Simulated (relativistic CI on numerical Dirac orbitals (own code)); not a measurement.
# Yb4+ (4f12) in a crystal field

Calculated by Dirac-Coulomb-Breit CI, KLI orbitals optimised for each configuration, model QED (radiative potential, 1s self-energy scaled to tabulated hydrogen-like ionisation energies), valence Slater integrals scaled by 0.85, one configuration in a parametric crystal field (own radial code).

Field parameters in Wybourne normalisation; cubic f-shell fields have B⁴₄ = √(5/14) B⁴₀ and B⁶₄ = −√(7/2) B⁶₀. The field is a parameter set, without covalency.

S is read from ⟨S²⟩ = S(S + 1).

Powder χT (cm³ K mol⁻¹) by Van Vleck's formula, with temperature-independent terms:

| Field | 2 K | 5 K | 10 K | 20 K | 50 K | 100 K | 200 K | 300 K |
| --- | --- | --- | --- | --- | --- | --- | --- | --- |
| D3d, B20 = 2310, B40 = -1060, B43 = 640, B60 = 330, B63 = -50, B66 = 410 cm⁻¹ | 0.5 | 1.25 | 2.48 | 4.3 | 5.89 | 6.46 | 6.78 | 6.9 |
| D3h, B20 = -360, B40 = -930, B60 = 190, B66 = 670 cm⁻¹ | 1.28 | 3.04 | 4.67 | 5.6 | 6.15 | 6.52 | 6.88 | 7.01 |
| D3h, B20 = -360, B40 = 150, B60 = 140, B66 = 690 cm⁻¹ | 1.23 | 2.99 | 4.84 | 5.9 | 6.37 | 6.67 | 6.95 | 7.04 |
| D4h, B20 = -1400, B40 = 1950, B44 = 750, B60 = 990, B64 = 520 cm⁻¹ | 0.868 | 1.96 | 2.88 | 3.92 | 5.61 | 6.46 | 6.82 | 6.93 |
| Oh, B40 = -2630, B60 = -280 cm⁻¹ | 0.327 | 0.818 | 1.63 | 3.15 | 5.29 | 6.03 | 6.49 | 6.73 |
| Oh, B40 = -2360, B60 = -1130 cm⁻¹ | 2.14 | 2.54 | 3.18 | 4.19 | 5.28 | 5.69 | 6.06 | 6.34 |

Task: For D3h, B20 = -360, B40 = -930, B60 = 190, B66 = 670 cm⁻¹: what effective moment follows at 300 K?

Result: μ_eff = √(8χT) = 7.49 μB. The LS value g√(J(J + 1)) of the free ion's ³H6 level is 7.56 μB.
